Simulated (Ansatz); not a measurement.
Basis-set extrapolation for `Cl[B@H-]1[Cl+][B@H-](Cl)[Cl+]1` (PBE0-D4/def2-TZVP geometry, frozen core, Ansatz 0.2.0). Multiplicity 1, RHF reference.

```tsv
	def2-TZVPP	def2-QZVPP
HF	-1888.708872	-1888.761610
MP2 correlation	-0.989272	-1.081487
CCSD(T) correlation	-1.104507	not run
```

Energies in hartree. Use E(X) = E(∞) + A·exp(−7.88·√X) for Hartree–Fock and E(X) = E(∞) + B·X^(−2.97) for correlation, with X = 3 and 4, and add CCSD(T) minus MP2 of the smaller set to the MP2 limit.

Task: What is the CCSD(T) energy at the basis-set limit?

Result: HF limit: -1888.761610 + (-0.052738) × 0.13774 = -1888.76887. MP2 limit: -1.081487 + (-0.092215) × 0.74074 = -1.14979. Higher-order term: -1.104507 − (-0.989272) = -0.11523. Total: -1890.03389 hartree, 138.4 kcal/mol below CCSD(T)/def2-TZVPP.
